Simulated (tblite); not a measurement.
A tight-binding relaxation on `[SiH2](N)NCCCC(F)(F)F`.

Computed with GFN2-xTB geometry optimisation, gas phase (tblite 0.8.0). Start geometry: from a force field or distance geometry. The command runs a driver script over a list of jobs; the input below is this job's line of settings and its coordinates in Å.

Command:
```bash
OMP_NUM_THREADS=1 python probes_run.py task.json out
```

Input:
```
{"job": {"kind": "relax", "xc": "GFN2-xTB", "basis": "xTB"}, "charge": 0, "multiplicity": 1}
N     -3.319800     0.352600     0.101400
Si    -2.278000     0.505700    -1.211800
N     -0.956700    -0.301100    -0.492700
C      0.290300    -0.590000    -1.175600
C      1.288400    -1.220600    -0.179000
C      1.598300    -0.372600     1.049100
C      2.225400     0.975000     0.736300
F      3.338300     0.832500    -0.017600
F      2.605400     1.586300     1.885400
F      1.379500     1.801400     0.098400
H     -4.157100     0.916000    -0.082800
H     -2.875200     0.785300     0.902100
H     -2.794100    -0.260500    -2.338700
H     -1.970100     1.922400    -1.427100
H     -1.355800    -1.143400    -0.098500
H      0.722600     0.306000    -1.600600
H      0.122100    -1.303100    -1.984200
H      2.221200    -1.434100    -0.724300
H      0.904700    -2.187600     0.155600
H      0.704300    -0.222100     1.658800
H      2.297400    -0.931000     1.686000
```

Estimate the output.

```
step      E/eV     max force
  0    -979.33476    2.278
  1    -979.43602    0.928
  2    -979.47409    0.589
  3    -979.54260    0.437
  4    -979.56883    0.397
  5    -979.61751    0.392
  6    -979.64482    0.363
  7    -979.66379    0.304
  8    -979.67545    0.239
  9    -979.68573    0.200
... (102 lines left out)
112    -979.78331    0.013
113    -979.78335    0.015
114    -979.78338    0.012
115    -979.78341    0.012
116    -979.78344    0.012
117    -979.78348    0.014
118    -979.78351    0.017
119    -979.78353    0.015
120    -979.78355    0.012
121    -979.78356    0.008
```

«max force» is the largest atomic force in eV/Å.

From which step on does the largest force stay under 0.1 eV/Å, and how much energy is left to gain from there?

From step 30 (0.092 eV/Å), 31.6 meV above the end.

In short: energy lowered by 10.3 kcal/mol over 121 steps; largest atomic force 0.008 eV/Å at the end.

Give the final coordinates.

0.419 Å rms from the input after alignment:
```
atom  x, y, z in Å
N1    -3.3972    0.3505    0.1389
Si2   -2.1166    0.6143   -0.9871
N3    -1.0140   -0.6458   -0.5948
C4     0.2738   -0.8061   -1.2146
C5     1.3334   -1.2147   -0.1801
C6     1.4294   -0.2044    0.9653
C7     2.2541    1.0147    0.6126
F8     3.4868    0.6973    0.1803
F9     2.4291    1.8135    1.6824
F10    1.7114    1.7864   -0.3387
H11   -4.2141    0.9297    0.0437
H12   -3.1647    0.2605    1.1153
H13   -2.7640    0.5426   -2.3033
H14   -1.3390    1.8531   -0.8595
H15   -1.3982   -1.5246   -0.2812
H16    0.5468    0.1425   -1.6757
H17    0.2519   -1.5661   -2.0081
H18    2.3020   -1.3271   -0.6691
H19    1.0532   -2.1812    0.2429
H20    0.4255    0.1354    1.2296
H21    1.9015   -0.6534    1.8412
```

The run took 1.9 s wall on an Intel Xeon Platinum 8259CL at 2.50 GHz with one thread, shared host.
Labels such as C1 count atoms from 1, the log's own numbers from 0.
